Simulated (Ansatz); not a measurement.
Gas-phase electronic energies from Ansatz, PBE0-D4/def2-TZVP geometries. CBS: MP2 limit from def2 TZ/QZ plus the TZ coupled-cluster correction, frozen cores. DFT in def2-TZVPP. For Ga, Ge outer-core shells are correlated without core-valence functions, which leaves a few kJ/mol of doubt a bond. Scalar relativity is left out up to krypton. One conformer a species, not always the lowest.

Consider the cleavage of the Ge–Ga bond: `O[BH][GaH][GeH3]` + `[OH][GeH2][F]` → `[F][GeH2][O][GeH3]` + `O[BH][GaH2]`.

`O[BH][GaH][GeH3]`:

```xyz
10

O     1.624    2.116    0.437
B     0.307    1.806    0.469
Ga   -0.415    0.295   -0.798
Ge   -0.477   -2.073   -0.146
H     1.877    2.803    1.061
H    -0.408    2.393    1.247
H    -1.016    0.580   -2.230
H     0.061   -2.351    1.272
H     0.360   -2.935   -1.116
H    -1.914   -2.635   -0.195
```

`[OH][GeH2][F]`:

Cartesian coordinates in Å:
```
O 1.057 0.854 0.222
Ge -0.179 -0.305 -0.253
F -0.638 -1.198 1.166
H 0.734 1.541 0.810
H -1.466 0.384 -0.725
H 0.493 -1.276 -1.220
```

`[F][GeH2][O][GeH3]`:

Z-matrix (Å, degrees):
```
Ge
O 1 1.748
F 1 1.741 2 106.6
H 1 1.535 2 111.5 3 -114.6
H 1 1.529 2 108.2 3 115.5
Ge 2 1.784 1 128.0 3 48.4
H 6 1.534 2 105.2 1 152.9
H 6 1.540 2 108.7 1 33.4
H 6 1.535 2 108.5 1 -87.5
```

`O[BH][GaH2]`:

Z-matrix (Å, degrees):
```
B
Ga 1 2.100
O 1 1.354 2 119.2
H 1 1.210 2 122.6 3 180.0
H 2 1.579 1 122.5 3 91.2
H 2 1.579 1 122.5 3 -91.3
H 3 0.962 1 113.8 2 180.0
```

```csv
level,ΔE (kJ/mol)
ωB97M-V,9.2
B2PLYP,8.2
PBE0,22.9
CCSD(T)/def2-TZVPP,8.0
```

What does CCSD(T)/CBS give? (An estimate is asked.)

Ansatz gave: +12.1 kJ/mol. The listed levels differ from it by -2.9, -3.9, 10.8, -4.1 kJ/mol.

Largest T1 diagnostic among the species: 0.014.

From PBE to PBE0 (25 % exact exchange), in def2-TZVPP and without D4, ΔE moves by −4.6 kJ/mol. In def2-TZVPP, CCSD(T) changes the Hartree–Fock value by +19.8 kJ/mol (the triples alone add +1.1 kJ/mol) and MP2 by +17.9 kJ/mol.
